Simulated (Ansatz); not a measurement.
Cost and result for the atomization energy of `CC(F)([SiH3])Cl` (11 atoms, 10 bonds).

Z-matrix (Å, degrees):
```
C
C 1 1.504
H 1 1.093 2 109.3
H 1 1.092 2 110.0 3 119.7
H 1 1.090 2 110.5 3 -120.0
F 2 1.378 1 108.6 3 -61.4
Si 2 1.913 1 116.0 3 61.3
Cl 2 1.799 1 109.5 3 -178.2
H 7 1.483 2 108.1 1 59.3
H 7 1.480 2 108.7 1 -179.8
H 7 1.486 2 108.2 1 -59.6
```

The species carries charge 0 and has multiplicity 1. All single points use the PBE0-D4/def2-TZVP geometry. Program: Ansatz. All runs use 4 threads of an Arm Neoverse V2 on a shared host. Times are those of one run each, without the atoms' runs, and a repeat can differ threefold. Electronic energies, without spin–orbit coupling; frozen cores. CCSD(T)/CBS adds CCSD(T) − MP2 in def2-TZVPP to the MP2 limit, and its time is that of the two runs behind it. T1 = 0.011.

CCSD(T)/CBS is a level of theory with its own doubt, some kJ/mol a heavy atom from the limit and from the frozen cores, so smaller differences don't rank the functionals.

```csv
level,functions,atomization (kJ/mol),difference from CCSD(T)/CBS,per bond
r2SCANh-D4/def2-TZVPP,261,3786.5,-11.8,-1.2
ωB97X-V/def2-TZVPP,261,3815.0,16.7,1.7
PBE0-D4/def2-TZVPP,261,3799.2,0.9,0.1
LDA (SPW92)/def2-TZVPP,261,4350.5,552.2,55.2
ωB97M-V/def2-TZVPP (with forces),261,3810.4,12.1,1.2
PBE-D4/def2-TZVPP (with forces),261,3859.5,61.2,6.1
MP2/def2-QZVPP,491,3810.5,12.2,1.2
CCSD(T)/def2-TZVPP,261,3699.5,-98.8,-9.9
CCSD(T)/CBS(def2),–,3798.3,0.0,0.0
CAM-B3LYP-D4/def2-TZVPP,261,3806.5,8.2,0.8
BHLYP-D4/def2-TZVPP,261,3687.7,-110.6,-11.1
B2PLYP/def2-TZVPP,261,3744.0,-54.3,-5.4
CCSD(T)/def2-SVP,108,3590.7,-207.6,-20.8
```

Q: Order the runs by time, with rough figures. (Best estimate.)

A: Computed: LDA (SPW92)/def2-TZVPP 1.4 s; PBE-D4/def2-TZVPP (with forces) 2.8 s; PBE0-D4/def2-TZVPP 3.5 s; BHLYP-D4/def2-TZVPP 3.8 s; CAM-B3LYP-D4/def2-TZVPP 4 s; CCSD(T)/def2-SVP 5.5 s; B2PLYP/def2-TZVPP 6 s; r2SCANh-D4/def2-TZVPP 6.5 s; ωB97X-V/def2-TZVPP 8.5 s; ωB97M-V/def2-TZVPP (with forces) 13 s; MP2/def2-QZVPP 25 s; CCSD(T)/def2-TZVPP 3.2 min; CCSD(T)/CBS(def2) 3.6 min.

Leaving LDA and LC-ωPBE aside and taking each functional with its dispersion term where it has one, the values spread over 171.8 kJ/mol, from BHLYP-D4 to PBE-D4. LDA lies +515.9 kJ/mol from PBE without D4, its usual overbinding. From PBE to PBE0 (25 % exact exchange), in def2-TZVPP and without D4, the atomization energy moves by −56.4 kJ/mol: exact exchange takes away binding that semilocal exchange gives to molecules. The D4 term adds +40.3 kJ/mol with B3LYP and +21.0 kJ/mol with PBE0; it sums over pairs of atoms, weighted by their polarisabilities, and B3LYP, whose exchange is more repulsive, gets the larger term.

B3LYP here is the variant with VWN-RPA as its local correlation; programs differ in this.
